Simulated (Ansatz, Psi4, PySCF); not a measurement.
System: C3H6O, net charge 0, singlet state. SMILES: C=CCO
Geometry from a B3LYP-D3(BJ)/def2-TZVP (Ansatz, an electronic-structure program) optimisation:
```
C
C 1 1.3271
H 2 1.0825 1 121.90
H 2 1.0847 3 116.79 1 179.46
H 1 1.0863 2 120.26 3 -1.03
C 1 1.4963 5 115.57 2 178.75
H 6 1.0922 1 110.53 5 60.03
H 6 1.0967 7 107.77 1 -120.37
O 6 1.4280 7 105.02 8 -118.62
H 9 0.9640 6 107.86 7 -175.79
```
Charge 0, spin multiplicity 1.

Wanted: vertical triplet-singlet gap, E(triplet) - E(singlet), in eV. Terms: no spin-orbit coupling; non-relativistic; open shells spin-unrestricted; frozen cores in correlated levels; no dispersion term unless named; 6-311+G** with 5d; 6-31G* and kin with 6d, 5d where marked; each state is the SCF solution reached for its charge and spin. First-principles rows: single points at B3LYP-D3(BJ) geometries (Ansatz). Levels can end on unlike triplets.

```tsv
level	program	vertical triplet-singlet gap, E(triplet) - E(singlet) (eV)
HF/6-31G*	Ansatz	3.52
HF/6-311+G**	Ansatz	3.51
PBE/6-31G*	Ansatz	4.49
PBE/6-311+G**	Ansatz	4.43
B3LYP/STO-3G	Ansatz	4.95
B3LYP/3-21G	Ansatz	4.62
B3LYP/6-31G*	Ansatz	4.51
B3LYP/6-311+G**	Ansatz	4.45
M06-2X/6-31G* (5d)	PySCF	4.65
wB97X-D/6-31G*	Psi4	4.54
MP2/6-31G*	Ansatz	4.74
MP2/6-311+G**	Ansatz	4.72
wB97M-V/def2-TZVPD	Ansatz	4.60
```

No value to compare with is used here. The 12 habitual levels span 3.51 (HF/6-311+G**) to 4.95 eV (B3LYP/STO-3G); wB97M-V/def2-TZVPD gives 4.60.

The levels are drawn from those run, B3LYP/6-31G* more often than the rest, none by its result; left out are runs that failed, that the program found above a lower state of the same kind, or whose <S^2> lies over 0.5 above the pure value.
